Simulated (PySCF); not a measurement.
## How methods differ on the excitation energy of Be

Be [He] 2s2 (1S) → Be [He] 2s1 2p1 (3P), as a difference of total energies. All numbers are calculated (PySCF 2.14, no relativity, point nucleus, in aug-cc-pVQZ with one added diffuse shell each of s, p, d, f, g type (7s6p5d4f3g, 105 functions)). Correlated levels: valence: 1s2 frozen. The calculations carry no spin-orbit coupling.

```json
{"method": "UHF", "excitation energy (cm⁻¹)": "13026", "error (cm⁻¹)": "-8955"}
{"method": "LDA", "excitation energy (cm⁻¹)": "19365", "error (cm⁻¹)": "-2615"}
{"method": "PBE", "excitation energy (cm⁻¹)": "18574", "error (cm⁻¹)": "-3407"}
{"method": "PBE0", "excitation energy (cm⁻¹)": "18423", "error (cm⁻¹)": "-3557"}
{"method": "r2SCAN", "excitation energy (cm⁻¹)": "17159", "error (cm⁻¹)": "-4821"}
{"method": "BLYP", "excitation energy (cm⁻¹)": "19873", "error (cm⁻¹)": "-2107"}
{"method": "LC-wPBE", "excitation energy (cm⁻¹)": "18024", "error (cm⁻¹)": "-3957"}
{"method": "MP2 (valence)", "excitation energy (cm⁻¹)": "18879", "error (cm⁻¹)": "-3101"}
{"method": "SCS-MP2 (valence)", "excitation energy (cm⁻¹)": "20597", "error (cm⁻¹)": "-1383"}
```

Reference: 21980 cm⁻¹ (measured; NIST levels, between the centres of gravity of the two terms).

Errors of the correlated levels include the incompleteness of this basis and the frozen core.
